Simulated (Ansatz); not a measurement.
```yaml
crystal:
  periodic: [false, false, false]
  atoms:
    - {symbol: Br, position_ang: [-0.725457, -0.297401, 1.467371]}
    - {symbol: Zr, position_ang: [0.006015, -0.010311, -0.004947]}
    - {symbol: Br, position_ang: [1.366048, -0.583995, 0.092379]}
    - {symbol: Br, position_ang: [-0.838734, -0.645062, -1.127365]}
    - {symbol: Br, position_ang: [0.102248, 1.690091, -0.283166]}
basis:
  gaussian: {orbitals: def2-TZVP}
hamiltonian: {xc: {name: B2PLYP}}
output: {forces: true}
```

```sh
$ ansatz run in.yaml --threads 2 --pin off --events-out ev --progress --plain --max-ram 22528MiB --backend cpu
```

Shortened log:

```
Functional definition: B2PLYP
1654 factors; integrals over basis functions are off by at most 7.2e-4 eV
mean field evaluation 1: about -281319.8721 eV, gradient 8.5e1 eV
mean field evaluation 2: about -281320.4480 eV, gradient 8.5e1 eV
mean field evaluation 4: about -281332.5416 eV, gradient 3.5e0 eV
mean field evaluation 8: about -281332.5909 eV, gradient 7.4e-1 eV
mean field evaluation 16: about -281332.5920 eV, gradient 3.6e-4 eV
mean field -281332.59200334 eV, -10338.7820620427 hartree, gradient 5.4e-6 eV, S^2 0.000000; 0 other end points of the search recorded, 0 dependent functions left out
36 core orbitals not correlated: weight in the atoms' cores, before any rotation towards them, 1.000 or more for the frozen orbitals, at most 0.000 for the correlated occupied ones
reference -281332.59216667 eV, -10338.7820680449 hartree; 40, 40 occupied and 156, 156 virtual orbitals, 1654 factors
second order -53.10012099 eV of doubles, -0.00000000 eV of singles
Total energy: -281346.92919933 eV, -10339.3089442775 hartree
Atom 0 at    -0.725457    -0.297401     1.467371 Å, force   -26.216407    -9.773740    51.587755 eV/Å
Atom 1 at     0.006015    -0.010311    -0.004947 Å, force   -34.596476    47.271809    17.371821 eV/Å
Atom 2 at     1.366048    -0.583995     0.092379 Å, force   108.577535   -45.746934     6.635212 eV/Å
Atom 3 at    -0.838734    -0.645062    -1.127365 Å, force   -50.612903   -38.769444   -67.982735 eV/Å
Atom 4 at     0.102248     1.690091    -0.283166 Å, force     2.848252    47.018310    -7.612053 eV/Å
Dipole moment:     0.026599    -0.062780    -0.011767 e Å
```

In this input the geometry is squeezed to about two thirds of its size. The run converged. The result belongs to that input, not to the molecule as meant.
